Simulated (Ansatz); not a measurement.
Species: C3H2F3, net charge -1, singlet state. It need not be the lowest isomer of its formula. Whether it binds its extra electron was not tested at this geometry. 
Coordinates optimised at B3LYP-D3(BJ)/def2-TZVP (Ansatz, a program for electronic structure):
SMILES: C=[C-]C(F)(F)F
```xyz
8

C      2.0877    -0.0147    -0.1346
C      1.0270     0.7184     0.2226
C     -0.2775     0.0872     0.0518
F     -0.9799    -0.0162     1.2333
F     -0.3784    -1.2295    -0.4661
F     -1.1051     0.7915    -0.7961
H      3.1034     0.3787    -0.0407
H      2.0443    -1.0364    -0.5386
```
Charge -1, spin multiplicity 1.

Basis-set convergence of Hartree-Fock and CCSD(T) correlation energies (hartree) with Ansatz. Cores are frozen in the correlated levels unless marked. No spin-orbit coupling. Non-relativistic.

```tsv
basis	functions	E(HF)	E(corr, CCSD(T))
aug-cc-pVDZ	156	-413.07600	-1.09081
aug-cc-pVTZ	322	-413.18323	-1.33322
aug-cc-pVQZ	572	-413.21028	-1.41430
```

Extrapolating the two largest sets (X = 3 and 4) as X^-3: E(corr) = (64·(-1.41430) - 27·(-1.33322))/37 = -1.4735 Eh, an estimate of the basis-set limit. The largest set recovers 96.0 % of it, the smallest 74.0 %.
